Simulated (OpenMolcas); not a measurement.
## Pd+: the spin-orbit constant, worked from levels

```yaml
Program: OpenMolcas
Basis: ANO-RCC-VTZP [7s6p4d2f1g]
Scalar_Hamiltonian: DKH2, point nucleus
Active_space: 9 electrons in 6 orbitals (4d 5s)
State_averaging: 2S+1 = 4 even, 10 roots; 2S+1 = 2 even, 29 roots
Spin-orbit_coupling: RASSI with atomic mean-field integrals over the reference wave functions, term energies averaged over their components
```

Methods: CASSCF; MS-CASPT2, IPEA 0.25 Eh, imaginary shift 0.1 Eh (closed shells correlated: 4s 4p). Measured levels: NIST Handbook of Basic Atomic Spectroscopic Data.

**The spin-orbit constant.** For the Hund term ²D of d9, E(J) = (A/2) J(J+1) + constant and ζ = -2S·A = -A. From J = 3/2 to J = 5/2 the energy changes by 2.5 A.

```csv
Source,E(5/2) - E(3/2),A,ζ
CASSCF,-3603.0,-1441.2,1441
MS-CASPT2,-3635.9,-1454.4,1454
measured,-3539.2,-1415.7,1416
```

All in cm-1. MS-CASPT2 is off by +2.7 % and CASSCF by +1.8 %. Both methods take the spin-orbit matrix elements from the reference wave functions, so the second can move ζ only through the term energies and any multistate remixing.

CASPT2 breaks the degeneracy within a term, and the mean is taken; among the terms shown or strongly mixed into the levels shown the widest spread is 24 cm-1 (4d⁹ ²D, MS-CASPT2). Without dynamic correlation excited terms often stand tens of per cent too high (terms of higher spin than the ground term too low), and those without a measured partner can miss by more than the paired ones (holds for CASSCF). Computed and measured levels are paired by configuration, term and J; levels that our copy of the source lacks, or whose pairing is in doubt (as where it misses far off the trend of its configuration), stay unpaired and out of the deviations. Only configurations of the active space appear.
